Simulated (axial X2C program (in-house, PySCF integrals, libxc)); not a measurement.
## What spin–orbit coupling does to AsF⁻

All values were computed with an in-house relativistic program for diatomic molecules. Spin-free means the one-electron spin-free X2C Hamiltonian; two-component (2c) means X2C with spin–orbit coupling and atomic mean-field two-electron Coulomb and Gaunt terms, so the difference of the two also holds small scalar two-electron terms. Basis: As dyall-acv3z [10s10p7d5f1g], F dyall-av3z [7s6p3d2f] (cores contracted in-house); Gaussian nuclei, density fitting, unrestricted open shells. Masses: As 74.922 u, F 18.998 u.

Spin-free state: M_S = 1/2, Λ = 1 (beyond evenly filled blocks: π+α, π+β, π-α); fragments As + F-.

| level | Re (Å) | ωe (cm⁻¹) | De (eV) | μ (D) |
| --- | --- | --- | --- | --- |
| PBE0 | 1.833 | 541.3 | 1.796 | -0.23 |
| PBE | 1.862 | 509.6 | 1.870 | -0.17 |

Dipoles are positive if F is the positive end and refer to the centre of mass.

(1) Within this multiplet, which Ω should lie lowest by the rule for regular and inverted multiplets?

Two-component determinant lowest at the distance of the search:

Ω = 3/2 (⟨Sz⟩ = 0.50, ⟨Lz⟩ = 1.00 at PBE0); fragments As + F-.

```json
{"level": "PBE0", "Re (Å)": "1.835", "ωe (cm⁻¹)": "537.5", "De (eV)": "1.857", "μ (D)": "-0.26"}
{"level": "PBE", "Re (Å)": "1.865", "ωe (cm⁻¹)": "505.7", "De (eV)": "1.931", "μ (D)": "-0.21"}
```

(2) From the two tables, how do the constants change at the PBE0 level (2c against spin-free)?

The state is a single determinant with fixed occupations, the lowest that a limited PBE0 search found. De is counted from the lowest determinant-based energies of the atoms at the same level, without counterpoise correction. Density functionals use the spin component along the axis (collinear). The functionals have no current-density term, which raises determinants with orbital currents, atoms included. The highest occupied level of some functionals is positive through self-interaction error; at Hartree–Fock it is bound.

Answers

(1) The open π shell holds three electrons, one hole, so the multiplet is inverted: Ω = Λ + 1/2 = 3/2. The PBE0 2c search agrees.

(2) At the PBE0 level Re goes up by 0.002 Å and ωe falls by 3.8 cm⁻¹; De changes by 0.061 eV.
